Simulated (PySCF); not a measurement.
PySCF input for C2H9NOSi, SMILES CC[Si@@H](N)O, TDA-M06-2X/def2-SVPD. Coordinates come from a r2SCAN-D4/def2-SVP optimisation. The structure was generated by enumeration; whether it is a known compound was not checked. One conformer was computed; it need not be the lowest.

```python
import numpy as np
from pyscf import gto, scf, dft, tdscf

mol = gto.M(
    atom='''
    C     2.13958640   -0.93273961    0.23835137
    C     1.15247937    0.15022071    0.68317970
    Si   -0.38764774    0.27298685   -0.38379693
    N    -1.22364290   -1.23057177   -0.31222809
    O    -1.36897895    1.51930713    0.16550384
    H     3.01503351   -0.99521928    0.90520166
    H     1.65657264   -1.92253551    0.21904989
    H     2.51540751   -0.73959871   -0.78010861
    H     1.64740430    1.13963331    0.70815672
    H     0.81976029   -0.02936481    1.72376349
    H    -0.03201447    0.50676879   -1.81983236
    H    -1.47575530   -1.60936812    0.59670501
    H    -1.96053233   -1.42481241   -0.98370514
    H    -0.99387072    2.40733942    0.13630585
    ''',
    basis='def2-SVPD',
    charge=0,
    spin=0,
    max_memory=1600,
    verbose=4,
)
mf = dft.RKS(mol, xc='m06-2x').density_fit(auxbasis='def2-universal-jkfit')
mf.grids.level = 4
mf.conv_tol = 1e-9
mf.max_cycle = 100
mf.kernel()
mf.grids = dft.Grids(mol).set(level=2).build(with_non0tab=True)  # coarser grid for the response kernel
td = tdscf.TDA(mf)
td.singlet = True
td.nstates = 10
td.conv_tol = 1e-4
td.positive_eig_threshold = 1e-6
td.kernel(x0=td.get_init_guess(mf, 15))
td.analyze()
tt = tdscf.TDA(mf)
tt.singlet = False
tt.nstates = 4
tt.conv_tol = 1e-4
tt.positive_eig_threshold = 1e-6
tt.kernel(x0=tt.get_init_guess(mf, 9))
tt.analyze(verbose=3)
```

Log of the run:

```
PySCF version 2.14.0

[INPUT] verbose = 4
[INPUT] num. atoms = 14
[INPUT] num. electrons = 50
[INPUT] charge = 0
[INPUT] spin (= nelec alpha-beta = 2S) = 0
[INPUT] symmetry False subgroup None
[INPUT] Mole.unit = angstrom
[INPUT] Symbol           X                Y                Z      unit          X                Y                Z       unit  Magmom
[INPUT]  1 C      2.139586400000  -0.932739610000   0.238351370000 AA    4.043232315844  -1.762622408434   0.450418810715 Bohr   0.0
[INPUT]  2 C      1.152479370000   0.150220710000   0.683179700000 AA    2.177870373511   0.283876000138   1.291022526863 Bohr   0.0
[INPUT]  3 Si    -0.387647740000   0.272986850000  -0.383796930000 AA   -0.732548061407   0.515870382108  -0.725271085149 Bohr   0.0
[INPUT]  4 N     -1.223642900000  -1.230571770000  -0.312228090000 AA   -2.312349955269  -2.325443621921  -0.590025578496 Bohr   0.0
[INPUT]  5 O     -1.368978950000   1.519307130000   0.165503840000 AA   -2.586995285795   2.871074374799   0.312756930164 Bohr   0.0
[INPUT]  6 H      3.015033510000  -0.995219280000   0.905201660000 AA    5.697587590286  -1.880691873087   1.710583224902 Bohr   0.0
[INPUT]  7 H      1.656572640000  -1.922535510000   0.219049890000 AA    3.130468595048  -3.633065578651   0.413944299716 Bohr   0.0
[INPUT]  8 H      2.515407510000  -0.739598710000  -0.780108610000 AA    4.753431285574  -1.397639003982  -1.474191620315 Bohr   0.0
[INPUT]  9 H      1.647404300000   1.139633310000   0.708156720000 AA    3.113142943431   2.153594838332   1.338222254070 Bohr   0.0
[INPUT] 10 H      0.819760290000  -0.029364810000   1.723763490000 AA    1.549122435894  -0.055491448600   3.257440899624 Bohr   0.0
[INPUT] 11 H     -0.032014470000   0.506768790000  -1.819832360000 AA   -0.060498580323   0.957654221577  -3.438984753021 Bohr   0.0
[INPUT] 12 H     -1.475755300000  -1.609368120000   0.596705010000 AA   -2.788773343875  -3.041264980406   1.127609046056 Bohr   0.0
[INPUT] 13 H     -1.960532330000  -1.424812410000  -0.983705140000 AA   -3.704869162055  -2.692505233782  -1.858933301927 Bohr   0.0
[INPUT] 14 H     -0.993870720000   2.407339420000   0.136305850000 AA   -1.878143464024   4.549212192669   0.257580725676 Bohr   0.0

nuclear repulsion = 247.575145480328
number of shells = 79
number of NR pGTOs = 255
number of NR cGTOs = 179
basis = def2-SVPD
ecp = {}


[settings echo left out]
init E= -501.094399195411
  HOMO = -0.329949947203652  LUMO = -0.0102634989830719  gap/eV = 8.69911
cycle= 1 E= -500.744017449508  delta_E= 0.35  |g|= 0.651  |ddm|= 4.53
  HOMO = -0.258653365839035  LUMO = 0.0297915780177993  gap/eV = 7.84899
cycle= 2 E= -500.720088226403  delta_E= 0.0239  |g|= 0.767  |ddm|= 1.71
  HOMO = -0.333737056061478  LUMO = 0.0242898949183066  gap/eV = 9.74241
cycle= 3 E= -500.832192731525  delta_E= -0.112  |g|= 0.0632  |ddm|= 0.734
  HOMO = -0.339023447800444  LUMO = 0.0255452947834476  gap/eV = 9.92042
cycle= 4 E= -500.83284349296  delta_E= -0.000651  |g|= 0.0323  |ddm|= 0.0936
  HOMO = -0.33381015221214  LUMO = 0.0256204475762916  gap/eV = 9.78060
cycle= 5 E= -500.833084825377  delta_E= -0.000241  |g|= 0.00517  |ddm|= 0.0539
  HOMO = -0.334725632541532  LUMO = 0.0254534228234462  gap/eV = 9.80097
cycle= 6 E= -500.83309045508  delta_E= -5.63e-06  |g|= 0.00178  |ddm|= 0.00849
  HOMO = -0.334496497457256  LUMO = 0.0254359952574807  gap/eV = 9.79426
cycle= 7 E= -500.833091175918  delta_E= -7.21e-07  |g|= 0.000443  |ddm|= 0.0031
  HOMO = -0.334540995318425  LUMO = 0.0254398553468764  gap/eV = 9.79558
cycle= 8 E= -500.833091229439  delta_E= -5.35e-08  |g|= 5.79e-05  |ddm|= 0.000843
  HOMO = -0.334533732049254  LUMO = 0.0254381298653619  gap/eV = 9.79533
cycle= 9 E= -500.833091230528  delta_E= -1.09e-09  |g|= 2.28e-05  |ddm|= 0.00019
  HOMO = -0.334533761588906  LUMO = 0.0254383293442086  gap/eV = 9.79534
cycle= 10 E= -500.833091230682  delta_E= -1.54e-10  |g|= 6.56e-06  |ddm|= 5.44e-05
  HOMO = -0.334534243086386  LUMO = 0.0254384293324366  gap/eV = 9.79536
Extra cycle  E= -500.83309123069  delta_E= -8.64e-12  |g|= 5.36e-06  |ddm|= 1.97e-05
converged SCF energy = -500.83309123069
tot grids = 104896
Overwritten attributes  positive_eig_threshold  of <class 'pyscf.tdscf.rks.TDA'>


******** <class 'pyscf.tdscf.rks.TDA'> for <class 'pyscf.df.df_jk.DFRKS'> ********
nstates = 10 singlet
deg_eia_thresh = 1.000e-03
wfnsym = None
conv_tol = 0.0001
eigh lindep = 1e-12
eigh level_shift = 0
eigh max_cycle = 100


Excitation energies (eV)
[7.04368082 7.32339943 7.90328338 8.02658412 8.1232562  8.25395364
 8.54954283 8.60361105 8.83901413 8.96246226]

** Singlet excitation energies and oscillator strengths **
Excited State   1:      7.04368 eV    176.02 nm  f=0.0489
      24 -> 26        0.12189
      24 -> 27        0.11679
      24 -> 28       -0.10198
      25 -> 26       -0.44316
      25 -> 27       -0.37938
      25 -> 28        0.30135
Excited State   2:      7.32340 eV    169.30 nm  f=0.0174
      24 -> 26        0.60118
      24 -> 27       -0.17729
      25 -> 26        0.20101
Excited State   3:      7.90328 eV    156.88 nm  f=0.0001
      23 -> 26       -0.13008
      24 -> 26        0.15360
      24 -> 27        0.55406
      24 -> 28        0.17046
      25 -> 26        0.15901
      25 -> 27        0.12934
      25 -> 28        0.17218
Excited State   4:      8.02658 eV    154.47 nm  f=0.0214
      24 -> 26       -0.22811
      24 -> 27       -0.10590
      24 -> 28        0.12864
      25 -> 26        0.39838
      25 -> 27       -0.37610
      25 -> 28        0.25470
Excited State   5:      8.12326 eV    152.63 nm  f=0.0411
      24 -> 27        0.17905
      24 -> 28       -0.57204
      24 -> 30        0.10103
      24 -> 34        0.10590
      25 -> 26        0.21943
      25 -> 27       -0.12583
      25 -> 28       -0.11416
Excited State   6:      8.25395 eV    150.21 nm  f=0.0024
      24 -> 27       -0.10595
      24 -> 28       -0.16603
      24 -> 29       -0.10368
      25 -> 27        0.17699
      25 -> 28        0.36571
      25 -> 29        0.36902
      25 -> 31       -0.26288
      25 -> 34        0.11211
      25 -> 36       -0.10881
Excited State   7:      8.54954 eV    145.02 nm  f=0.0077
      23 -> 26        0.38027
      23 -> 27       -0.13760
      25 -> 27        0.20472
      25 -> 28        0.27069
      25 -> 29       -0.27508
      25 -> 30       -0.15127
      25 -> 37        0.11244
Excited State   8:      8.60361 eV    144.11 nm  f=0.0378
      22 -> 26       -0.11342
      23 -> 26        0.39410
      23 -> 27       -0.17825
      24 -> 27        0.18485
      24 -> 28        0.13359
      24 -> 29       -0.14274
      25 -> 27       -0.23979
      25 -> 28       -0.17321
      25 -> 29        0.19429
      25 -> 30        0.13324
Excited State   9:      8.83901 eV    140.27 nm  f=0.1474
      23 -> 27       -0.12570
      24 -> 29        0.61145
      24 -> 30        0.15405
      25 -> 29        0.18828
Excited State  10:      8.96246 eV    138.34 nm  f=0.0161
      20 -> 26       -0.16985
      21 -> 26       -0.39539
      21 -> 27        0.20392
      22 -> 26        0.10999
      23 -> 26        0.13222
      24 -> 29        0.12570
      24 -> 30       -0.23109
      24 -> 31       -0.22319
      24 -> 32        0.14202
      24 -> 33       -0.10555

** Transition electric dipole moments (AU) **
state          X           Y           Z        Dip. S.      Osc.
  1        -0.3835      0.3489      0.1199      0.2832      0.0489
  2         0.2366      0.0699      0.1896      0.0968      0.0174
  3         0.0182      0.0104     -0.0046      0.0005      0.0001
  4         0.0184     -0.3131      0.1017      0.1087      0.0214
  5        -0.2715     -0.2555     -0.2603      0.2067      0.0411
  6         0.0427      0.0918     -0.0426      0.0121      0.0024
  7        -0.1126      0.1545      0.0198      0.0369      0.0077
  8        -0.4027     -0.1300      0.0152      0.1793      0.0378
  9        -0.0045     -0.0302      0.8243      0.6805      0.1474
 10        -0.1177      0.2407     -0.0372      0.0732      0.0161

** Transition velocity dipole moments (imaginary part, AU) **
state          X           Y           Z        Dip. S.      Osc.
  1        -0.1041      0.0979      0.0296      0.0213      0.0549
  2         0.0720      0.0131      0.0592      0.0089      0.0220
  3         0.0035      0.0093     -0.0087      0.0002      0.0004
  4         0.0117     -0.0501      0.0224      0.0032      0.0071
  5        -0.0686     -0.0507     -0.0438      0.0092      0.0205
  6         0.0154      0.0195      0.0036      0.0006      0.0014
  7        -0.0448      0.0393     -0.0004      0.0036      0.0075
  8        -0.1127     -0.0156     -0.0112      0.0131      0.0276
  9         0.0296     -0.0075      0.2416      0.0593      0.1217
 10        -0.0356      0.0846     -0.0145      0.0086      0.0175

** Transition magnetic dipole moments (imaginary part, AU) **
state          X           Y           Z
  1         0.1035     -0.2136      0.8789
  2        -0.6671     -0.4463      0.3161
  3         0.2931     -0.1163      0.1660
  4        -0.0205      0.3602      0.0263
  5         0.5718     -0.6105     -0.2310
  6        -0.1303     -0.0602     -0.1510
  7        -0.4505     -0.0808     -0.4884
  8        -0.3098     -0.0604     -0.1856
  9        -0.3355     -0.2231      0.0264
 10        -0.3881      0.2622     -0.5323


******** <class 'pyscf.tdscf.rks.TDA'> for <class 'pyscf.df.df_jk.DFRKS'> ********
nstates = 4 triplet
deg_eia_thresh = 1.000e-03
wfnsym = None
conv_tol = 0.0001
eigh lindep = 1e-12
eigh level_shift = 0
eigh max_cycle = 100


Excitation energies (eV)
[6.76161265 7.14458952 7.68101126 7.78078093]

** Triplet excitation energies and oscillator strengths **
Excited State   1:      6.76161 eV    183.36 nm  f=0.0000
Excited State   2:      7.14459 eV    173.54 nm  f=0.0000
Excited State   3:      7.68101 eV    161.42 nm  f=0.0000
Excited State   4:      7.78078 eV    159.35 nm  f=0.0000
```

Self-consistency was reached.
